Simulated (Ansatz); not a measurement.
Energy profile

The step: BHF₂ ([F][BH][F]) + HCl → BClF₂ ([F][B]([F])[Cl]) + H₂; bonds formed: B1–Cl6, H2–H5; bonds broken: B1–H2, H5–Cl6 (atoms numbered as in the saddle structure below).

```tsv
atom	x (Å)	y (Å)	z (Å)
B1	-0.2609	0.2221	-0.2780
H2	1.0384	0.4459	-0.2293
F3	-0.6026	-0.3684	-1.4106
F4	-0.9417	1.2496	0.2004
H5	0.8777	-0.3052	0.4913
Cl6	-0.1109	-1.2440	1.2262
```

Electronic energies by CCSD(T) at an estimated basis limit (MP2 extrapolated from triple and quadruple zeta, plus CCSD(T) − MP2 in triple zeta), on PBE0-D4/def2-TZVP structures; BH2ClF2, singlet; no counterpoise correction. Program: Ansatz 0.2.0. Basis: def2-TZVPP and def2-QZVPP. Cores are frozen in the correlated methods. Extrapolation: Hartree–Fock as exp(−7.88 √X), correlation as X^−2.97.

Question: Give the profile in eV, counted from the separated reactants. (An estimate is asked for; the value comes from the calculation.)

Answer: Computed:
```tsv
point	eV
separated: BHF2 (linked as [F][BH][F]; B1, H2, F3, F4; singlet) + HCl (H5, Cl6; singlet)	0.000
start structure	-0.057
saddle	1.294
end structure	-0.555
separated: BClF2 (linked as [F][B]([F])[Cl]; B1, F3, F4, Cl6; singlet) + H2 (H2, H5; singlet)	-0.521
```

The T1 diagnostic stays at or below 0.014. The start structure is not quite a true minimum (one mode of 60i cm⁻¹). The end structure is not quite a true minimum (one mode of 66i cm⁻¹).

For scale, one of the runs: CCSD(T)/def2-TZVPP, 163 basis functions, launched by `ansatz run in.yaml --threads 2 --pin off --events-out ev --progress --plain --max-ram 4352MiB`. Time: 39 s of wall clock on 2 CPU threads of an Arm Neoverse V1; the host was shared. Peak host memory: 1.3 GiB.
